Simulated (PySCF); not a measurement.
# Working out the excitation energy of Se

Se [Ar] 3d10 4s2 4p4 (3P) → Se [Ar] 3d10 4s1 4p4 5s1 (5P). All numbers are calculated (PySCF 2.14, the spin-free X2C one-electron Hamiltonian (Gaussian nucleus), in aug-cc-pVDZ-DK (6s5p3d, 36 functions)). Frozen: [Ar] 3d10. Energies in hartree (1 hartree = 27.21139 eV):

```csv
part,Se (lower),Se (upper)
UHF,-2427.961290,-2427.356949
CCSD correlation,-0.091754,-0.106617
(T),-0.001513,-0.005002
```

**Question.** What does Hartree-Fock give?

**Answer.** (-2427.356949) − (-2427.961290) = 0.604341 hartree = 16.445 eV.

**Question.** What do CCSD and CCSD(T) give?

**Answer.** The CCSD correlation energies differ by -0.014863 hartree = -0.404 eV and the triples by -0.003489 hartree = -0.095 eV, so CCSD gives 16.041 eV and CCSD(T) 15.946 eV.

The upper state lies above the first ionisation limit, where it may autoionise and the basis confines it. A Rydberg-like electron needs more diffuse functions than a valence basis has.

A double-zeta basis recovers only part of the correlation energy.

The coupled-cluster amplitudes are large, so a single reference is strained.
